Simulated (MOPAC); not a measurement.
Input for MOPAC: AM1 on BrH3Se (a complex), monomers drawn apart or pushed together.

```
AM1 1SCF PRECISE CHARGE=0 THREADS=1
BrH3Se

Br    -0.33061094 1     0.13122235 1    -0.57024730 1
H     -0.35181744 1     0.14657662 1     0.87493129 1
Se    -0.24103060 1     0.11463768 1     3.13755899 1
H      0.31402647 1    -1.24622587 1     3.08031736 1
H      1.10476080 1     0.70392791 1     3.06755434 1
```

Program output:

```
*******************************************************************************
 **                                                                           **
 **                              MOPAC v23.2.5                                **
 **                                                                           **
 *******************************************************************************
 ** MOPAC's Digital Object Identifier: https://doi.org/10.5281/zenodo.6511958 **
 **                                                                           **
 ** Please cite the open-source release paper for use of this MOPAC version:  **
 ** J. E. Moussa and J. J. P. Stewart (2026)                                  **
 ** MOPAC: An open-source semiempirical molecular orbital program             **
 ** J. Open Source Softw., 11(119), 8025, https://doi.org/10.21105/joss.08025 **
 *******************************************************************************

                              AM1 CALCULATION RESULTS

 *******************************************************************************
 *  AM1        - The AM1 Hamiltonian to be used
 *
 *
 *
 *                 CHARGE ON SYSTEM = 0
 *
 *
 *
 *  PRECISE    - TIGHTER CRITERIA TO BE USED
 *  1SCF       - DO 1 SCF AND THEN STOP
 *  THREADS=1  - MULTI-THREADING NOT USED
 *  T=         - A TIME OF 172800.0 SECONDS REQUESTED
 *  DUMP=N     - RESTART FILE WRITTEN EVERY 7200.0 SECONDS REQUESTED
 *******************************************************************************
AM1 1SCF PRECISE CHARGE=0 THREADS=1
 BrH3Se

   ATOM   CHEMICAL          X               Y               Z
  NUMBER   SYMBOL      (ANGSTROMS)     (ANGSTROMS)     (ANGSTROMS)

     1      Br         -0.33061094  *   0.13122235  *  -0.57024730  *
     2       H         -0.35181744  *   0.14657662  *   0.87493129  *
     3      Se         -0.24103060  *   0.11463768  *   3.13755899  *
     4       H          0.31402647  *  -1.24622587  *   3.08031736  *
     5       H          1.10476080  *   0.70392791  *   3.06755434  *



          CARTESIAN COORDINATES

    NO.       ATOM           X           Y           Z

     1        Br         -0.3306      0.1312     -0.5702
     2         H         -0.3518      0.1466      0.8749
     3        Se         -0.2410      0.1146      3.1376
     4         H          0.3140     -1.2462      3.0803
     5         H          1.1048      0.7039      3.0676

  H: (AM1): M.J.S. DEWAR ET AL, J. AM. CHEM. SOC. 107 3902-3909 (1985)
 Se: (AM1): J. J. P. STEWART, J. MOL. MOD., 10, 155-164 (2004)
 Br: (AM1): M.J.S. DEWAR AND E. G. ZOEBISCH, THEOCHEM, 180, 1 (1988).

           Empirical Formula: H3 Br Se  =     5 atoms



      MOLECULAR POINT GROUP   :   Cs


      RHF CALCULATION, NO. OF DOUBLY OCCUPIED LEVELS = 8


 -------------------------------------------------------------------------------
 AM1 1SCF PRECISE CHARGE=0 THREADS=1
 BrH3Se



     1SCF WAS SPECIFIED, SO BFGS WAS NOT USED
     SCF FIELD WAS ACHIEVED


                              AM1 CALCULATION
                                                       MOPAC v23.2.5 Linux




          FINAL HEAT OF FORMATION =         14.36806 KCAL/MOL =      60.11597 KJ/MOL


          COSMO AREA              =        110.57 SQUARE ANGSTROMS
          COSMO VOLUME            =         92.71 CUBIC ANGSTROMS

          IONIZATION POTENTIAL    =          8.281030 EV
          HOMO LUMO ENERGIES (EV) =         -8.281 -0.263
          NO. OF FILLED LEVELS    =          8
          MOLECULAR WEIGHT        =        161.8877         POINT GROUP:  Cs

          MOLECULAR DIMENSIONS (Angstroms)

            Atom       Atom       Distance
            H     4   Br     1     3.95469
            H     5    H     4     2.02794
           Br     1   Se     3     0.99947


          SCF CALCULATIONS        =          1





   ATOM   CHEMICAL          X               Y               Z
  NUMBER   SYMBOL      (ANGSTROMS)     (ANGSTROMS)     (ANGSTROMS)

     1      Br         -0.33061094  *   0.13122235  *  -0.57024730  *
     2       H         -0.35181744  *   0.14657662  *   0.87493129  *
     3      Se         -0.24103060  *   0.11463768  *   3.13755899  *
     4       H          0.31402647  *  -1.24622587  *   3.08031736  *
     5       H          1.10476080  *   0.70392791  *   3.06755434  *

                             CARTESIAN COORDINATES

   1   Br       -0.330610940     0.131222350    -0.570247300
   2    H       -0.351817440     0.146576620     0.874931290
   3   Se       -0.241030600     0.114637680     3.137558990
   4    H        0.314026470    -1.246225870     3.080317360
   5    H        1.104760800     0.703927910     3.067554340


           Empirical Formula: H3 Br Se  =     5 atoms



      MOLECULAR POINT GROUP   :   Cs


                  EIGENVALUES
 -30.87325 -20.81150 -14.94392 -13.24560 -12.02195 -11.05646 -11.05603  -8.28103
  -0.26271   0.29472   1.53130


              NET ATOMIC CHARGES AND DIPOLE CONTRIBUTIONS

  ATOM NO.   TYPE          CHARGE      No. of ELECS.   s-Pop       p-Pop
    1         Br          -0.151856        7.1519     1.96337     5.18848
    2          H           0.112533        0.8875     0.88747
    3         Se           0.097778        5.9022     1.95957     3.94265
    4          H          -0.029228        1.0292     1.02923
    5          H          -0.029226        1.0292     1.02923
 DIPOLE           X         Y         Z       TOTAL
 POINT-CHG.    -0.261     0.113     1.499     1.526
 HYBRID         0.942    -0.379     0.657     1.210
 SUM            0.681    -0.266     2.157     2.277


          ATOMIC ORBITAL ELECTRON POPULATIONS

     Atom    s        px        py        pz
    1 Br   1.96337   1.99974   1.99988   1.18886
    2  H   0.88747
    3 Se   1.95957   0.98198   1.00192   1.95875
    4  H   1.02923
    5  H   1.02923

 **********************
 *                    *
 * JOB ENDED NORMALLY *
 *                    *
 **********************




 == MOPAC DONE ==
```

The run finished.

Cost: roughly 0.020 core-seconds.
